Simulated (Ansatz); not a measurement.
# Competing steps

Reactants: SiH₄SO₃ ([OH][Si]([OH])([OH])[SH]) (brackets give SMILES or just the links). Saddle points were found for several chosen steps; others may exist. Gas-phase electronic energies, without zero-point energy, by CCSD(T) at an estimated basis limit (MP2 extrapolated from triple and quadruple zeta, plus CCSD(T) − MP2 in triple zeta); Ansatz 0.2.0, def2-TZVPP and QZVPP, frozen cores, on PBE0-D4/def2-TZVP structures. Extrapolation: Hartree–Fock as exp(−7.88 √X), correlation as X^−2.97. No counterpoise correction.

Q: Rank the steps by the energy of their saddle points, lowest first, and give each saddle's height above the lowest. (An estimate is asked for; the value comes from the calculation.)
A. 1,2-elimination, to SiH₂O₃ ([O][Si]([OH])[OH]) + H₂S, still joined by a dative S–Si bond (breaks or loosens H–O, S–Si; forms H–S)
B. 1,2-elimination, to SiH₂SO₂ ([OH][Si]([OH])[S]) + H₂O, still joined by a dative O–Si bond (breaks or loosens H–S, O–Si; forms H–O)

A: The calculation gives: B (0.00 kcal/mol), A (13.52 kcal/mol). Heights count from the lowest.

The lowest of these saddles lies at 37.06 kcal/mol relative to the reactant.

Q: Does the lowest of these saddles lead to the lowest end structure (the products still in contact)? (A judgement: the text doesn't fix the answer.)

A: Computed: Yes. Relative to the reactant, the ends lie at 30.07 (SiH₂SO₂ ([OH][Si]([OH])[S]) + H₂O); 46.53 (SiH₂O₃ ([O][Si]([OH])[OH]) + H₂S) kcal/mol.

The T1 diagnostic stays at or below 0.015.

For scale, one of the runs: CCSD(T)/def2-TZVPP, 233 basis functions, launched by `ansatz run in.yaml --threads 4 --pin off --events-out ev --progress --plain --max-ram 9574MiB`. The run took 2 min on 4 CPU threads of an Arm Neoverse V2 (shared host), with 4.1 GiB of host memory at its peak.
